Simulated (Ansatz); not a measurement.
`C=C[SiH](O)S[SiH2]O` + `O[SiH3]` → `C=C[SiH](O)[SiH2]O` + `O[SiH2]S`  (formal exchange of groups at the Si–S bond)

Calculated with Ansatz (gas phase, PBE0-D4/def2-TZVP geometries, no zero-point term in ΔE). CCSD(T)/CBS is the MP2 limit (def2-TZVPP, def2-QZVPP) plus CCSD(T) − MP2 in def2-TZVPP, frozen cores. Functionals use def2-TZVPP. One conformer a species, not always the lowest.

`C=C[SiH](O)S[SiH2]O`:

```xyz
15

C     1.070    0.143    2.873
C     1.210    0.923    1.806
Si    0.251    0.737    0.239
O     1.306    0.801   -1.014
S    -0.804   -1.142    0.303
Si   -1.678   -0.954   -1.621
O    -0.527   -0.791   -2.803
H     0.375   -0.692    2.888
H     1.646    0.301    3.780
H     1.927    1.742    1.852
H    -0.779    1.799    0.080
H     0.935    0.576   -1.874
H    -2.482    0.282   -1.743
H    -2.494   -2.176   -1.824
H     0.044   -1.550   -2.944
```

`O[SiH3]`:

```xyz
6

O     0.886   -0.711   -0.593
Si   -0.157    0.338    0.133
H     0.660   -1.641   -0.590
H    -1.501    0.306   -0.506
H     0.443    1.682   -0.024
H    -0.331    0.027    1.579
```

`C=C[SiH](O)[SiH2]O`:

Z-matrix (Å, degrees):
```
Si
C 1 1.854
Si 1 2.352 2 111.3
O 1 1.659 2 107.4 3 119.8
H 1 1.496 2 110.3 3 -122.0
C 2 1.331 1 123.5 3 17.2
H 2 1.090 1 118.1 3 -164.3
O 3 1.660 1 108.1 2 -57.4
H 3 1.494 1 110.9 2 64.1
H 3 1.496 1 110.3 2 -178.6
H 4 0.958 1 117.0 2 154.0
H 6 1.087 2 122.0 1 178.0
H 6 1.087 2 122.0 1 -1.2
H 8 0.958 3 117.4 1 -177.2
```

`O[SiH2]S`:

Cartesian coordinates in Å:
```
O -0.347 -0.650 -1.310
Si 0.233 -0.439 0.212
S -0.344 1.417 1.091
H -1.287 -0.517 -1.443
H -0.299 -1.440 1.170
H 1.700 -0.541 0.067
H 0.343 2.170 0.214
```

CCSD(T)/CBS gives +99.6 kJ/mol.

**Question.** Another level gave +104.1 kJ/mol. Which?
A. PBE0/def2-TZVPP
B. PBE/def2-TZVPP
C. SCS-MP2/def2-TZVPP
D. CCSD/def2-TZVPP

**Answer.** C. SCS-MP2/def2-TZVPP 104.1, PBE 83.0, CCSD/def2-TZVPP 94.9, PBE0 88.0 kJ/mol.

Largest T1 diagnostic among the species: 0.012.

In def2-TZVPP, CCSD(T) changes the Hartree–Fock value by +4.3 kJ/mol (the triples alone add +2.7 kJ/mol) and MP2 by +16.5 kJ/mol. From PBE to PBE0 (25 % exact exchange), in def2-TZVPP and without D4, ΔE moves by +5.0 kJ/mol. The D4 term adds +8.4 kJ/mol with B3LYP and +4.4 kJ/mol with PBE0; it sums over pairs of atoms, weighted by their polarisabilities, and B3LYP, whose exchange is more repulsive, gets the larger term.

B3LYP here is the variant with VWN-RPA as its local correlation; programs differ in this.
